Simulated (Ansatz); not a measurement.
Input file for Ansatz (an electronic-structure program): R-wB97X-V/def2-TZVPP on CH4 (SMILES C).

Ansatz 0.2 input:
```yaml
crystal:
  periodic: [false, false, false]
  atoms:
    - {symbol: C, position_ang: [0.00000000, 0.00000000, -0.00000000]}
    - {symbol: H, position_ang: [0.62892441, 0.62892441, 0.62892441]}
    - {symbol: H, position_ang: [-0.62892441, -0.62892441, 0.62892441]}
    - {symbol: H, position_ang: [0.62892442, -0.62892442, -0.62892441]}
    - {symbol: H, position_ang: [-0.62892442, 0.62892442, -0.62892441]}
basis:
  gaussian:
    orbitals: def2-TZVPP
hamiltonian:
  xc: {name: wB97X-V}
scf: {lower_state_search: off}
```

It printed:

```
WARN ansatz: RAYON_NUM_THREADS=4 ignored (pool sized by the plan → 4); use --threads N
Functional definition: wB97X-V
these checks for a lower state are left out or cut short: stability, starts, cluster_reference, orbital_swaps, neighbouring_geometries, increment
integrals: 0.02 GiB planned
416 factors; their error is unknown
integrals: 0.05 GiB planned
123 factors; integrals over basis functions are off by at most 1.3e-5 eV
mean field: 0.23 GiB planned
mean field evaluation 1: about -1100.5090 eV, gradient 3.1e1 eV
mean field evaluation 2: about -1101.6080 eV, gradient 2.0e1 eV
mean field evaluation 4: about -1102.5114 eV, gradient 1.2e-1 eV
mean field evaluation 8: about -1102.5099 eV, gradient 3.2e-2 eV
mean field evaluation 16: about -1102.5099 eV, gradient 3.9e-7 eV
mean field -1102.50988677 eV, -40.5164910307 hartree, gradient 3.9e-7 eV, S^2 0.000000; 0 other end points of the search recorded, 0 dependent functions left out
reference -1102.50988542 eV, -40.5164909813 hartree; 5, 5 occupied and 82, 82 virtual orbitals, 416 factors
Total energy: -1102.50988542 eV, -40.5164909813 hartree
Checks for a lower state left out: stability, starts, cluster_reference, orbital_swaps, neighbouring_geometries, increment
```

The run converged.

Cost: around 1.9 core-seconds (rough).
